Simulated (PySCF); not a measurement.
C3H5, SMILES C=[C]C (connectivity only; charge and spin as stated), charge +1, multiplicity 1.

Geometry optimised at TPSSh-D3(BJ)/def2-TZVP. The multiplicity is an assumed one; other spin states were not compared. The isomer is the one that the SMILES or the coordinates give; other isomers of the formula were not compared.

Computed with TPSSh-D3(BJ)/def2-TZVP (PySCF).

Frequencies are harmonic and unscaled.

```csv
mode,ν (cm⁻¹),IR (km/mol),Raman (Å⁴/amu),depolarisation,moving atoms (share of kinetic energy)
1,181,13.1,0.6,0.75,H 97 %
2,294,10.3,0.4,0.65,"H 65 %, C 35 %"
3,346,7.1,2.8,0.75,"C 70 %, H 30 %"
4,573,1.5,0.5,0.38,"H 76 %, C 24 %"
5,835,72.4,0.2,0.75,"H 75 %, C 25 %"
6,922,32.4,8.5,0.15,"C 71 %, H 29 %"
7,1009,12.3,7.2,0.28,"C 62 %, H 38 %"
8,1038,1.6,0.9,0.75,"H 69 %, C 31 %"
9,1277,69.1,9.3,0.61,"H 89 %, C 11 %"
10,1311,48.7,23.7,0.49,"H 83 %, C 17 %"
11,1346,28.0,11.1,0.75,H 98 %
12,1454,6.7,8.8,0.64,"H 89 %, C 11 %"
13,1925,176.9,43.3,0.20,C 97 %
14,2888,152.7,136.4,0.15,H 95 %
15,3040,54.6,128.0,0.21,H 95 %
16,3068,193.8,163.0,0.07,H 94 %
17,3115,26.1,73.1,0.75,"H 90 %, C 10 %"
18,3134,124.2,68.0,0.74,"H 90 %, C 10 %"
```
